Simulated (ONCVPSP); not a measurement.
vanadium (V), ONCV: configuration errors across variants

vanadium (V), optimised norm-conserving Vanderbilt (ONCV), made with ONCVPSP 4.0.1 (PBE, scalar-relativistic). Core [Ne], reference 3s2 3p6 3d3 4s2. Waves: 3s+4s: rc 1.55 bohr, ncon 5, nbas 8, qcut 6.2 1/bohr, 2 projectors; 3p: rc 1.50 bohr, ncon 3, nbas 7, qcut 8.4 1/bohr, 2 projectors, debl 3.4 Ha; 3d: rc 1.15 bohr, ncon 3, nbas 7, qcut 9.3 1/bohr, 2 projectors, debl 3.4 Ha. Local part: polynomial inside 0.75 bohr (lpopt 5, dvloc0 0 Ha). Core correction: Teter function, fcfact 1.5, rcfact 1.2.

All-electron excitation energies from the reference (eV): (1) 3s2 3p6 3d3 4s1 7.735; (2) 3s2 3p6 3d3 4s0 22.031; (3) 3s2 3p6 3d2 4s0 50.928; (4) 3s2 3p6 3d3 4s0 4p1 11.840.

Errors AE − PS in meV (a dash: test not solved or not reliable):

| change | (1) | (2) | (3) | (4) | bound ghosts | GHOST(+) flags above zero |
| --- | --- | --- | --- | --- | --- | --- |
| base | -0.5 | -1.7 | -0.3 | -0.9 | none | none |
| s: rc 1.4 | -0.5 | -1.5 | +0.6 | -0.6 | none | s |
| s: rc 1.58 | -0.5 | -1.8 | -0.5 | -0.9 | none | none |
| s: rc 1.78 | -0.6 | -2.2 | -1.2 | -1.2 | none | s |
| s: rc 2.02 | -0.6 | -2.4 | -1.5 | -1.5 | none | s |
| s: rc 2.2 | -0.6 | -2.5 | -1.7 | -1.6 | none | s |

Q: Give the same row for: s: rc 1.18.

A: -0.4, -1.1, +2.0, -0.4; bound ghosts: none; GHOST(+) flags above zero: s.
